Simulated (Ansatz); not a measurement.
`Fc1cc(-c2sc(-c3sc(S)cc3F)cc2F)sc1S`. Total charge 0; singlet. Geometry r2SCAN-D4/def2-SVP; atoms count from 1.

```tsv
atom	x (Å)	y (Å)	z (Å)
F1	-4.4053	1.1945	4.1229
C2	-3.7637	1.1289	2.9505
C3	-2.4619	0.6035	2.8143
C4	-2.0232	0.6490	1.4980
C5	-0.7673	0.2117	0.9574
S6	-0.3710	0.3235	-0.7377
C7	1.2178	-0.3712	-0.4937
C8	2.1211	-0.5599	-1.5924
S9	3.7196	-1.2311	-1.3784
C10	4.0499	-1.1891	-3.0914
S11	5.6166	-1.6320	-3.7438
C12	2.9956	-0.6427	-3.7959
C13	1.9280	-0.2927	-2.9409
F14	0.7869	0.2325	-3.3944
C15	1.4233	-0.6751	0.8459
C16	0.3095	-0.3463	1.6370
F17	0.2893	-0.5539	2.9565
S18	-3.2463	1.3552	0.4569
C19	-4.3434	1.5819	1.7812
S20	-5.9310	2.2866	1.5605
H21	-1.8768	0.2085	3.6436
H22	5.6282	-2.9165	-3.3087
H23	2.9801	-0.5143	-4.8787
H24	2.3362	-1.1174	1.2481
H25	-6.2119	2.2666	2.8832
```

Single mean-field runs in def2-TZVP are fitted with def2-universal-jkfit.

(1) Estimate the Mulliken populations from the PBE0/def2-TZVP orbitals of Ansatz.

(2) And the Mayer bond orders between heavy atoms (over 0.3)?

Results:

(1) 
```csv
atom,charge (e)
F1,-0.20
C2,0.28
C3,-0.34
C4,0.04
C5,0.02
S6,0.03
C7,0.14
C8,-0.12
S9,0.05
C10,-0.01
S11,-0.17
C12,-0.21
C13,0.24
F14,-0.18
C15,-0.25
C16,0.28
F17,-0.19
S18,0.03
C19,-0.06
S20,-0.16
H21,0.16
H22,0.16
H23,0.15
H24,0.14
H25,0.18
```
Mulliken values depend strongly on the basis.

(2) F1–C2 1.05 (1.34 Å); C2–C3 1.28 (1.41 Å); C2–C19 1.51 (1.38 Å); C3–C4 1.49 (1.39 Å); C4–C5 0.98 (1.44 Å); C4–S18 1.25 (1.75 Å); C5–S6 1.21 (1.74 Å); C5–C16 1.41 (1.39 Å); S6–C7 1.26 (1.75 Å); C7–C8 1.00 (1.43 Å); C7–C15 1.39 (1.39 Å); C8–S9 1.24 (1.75 Å); C8–C13 1.39 (1.39 Å); S9–C10 1.23 (1.75 Å); C10–S11 1.08 (1.75 Å); C10–C12 1.55 (1.38 Å); C12–C13 1.33 (1.41 Å); C13–F14 1.05 (1.34 Å); C15–C16 1.38 (1.41 Å); C16–F17 1.04 (1.34 Å); S18–C19 1.20 (1.73 Å); C19–S20 1.12 (1.75 Å).
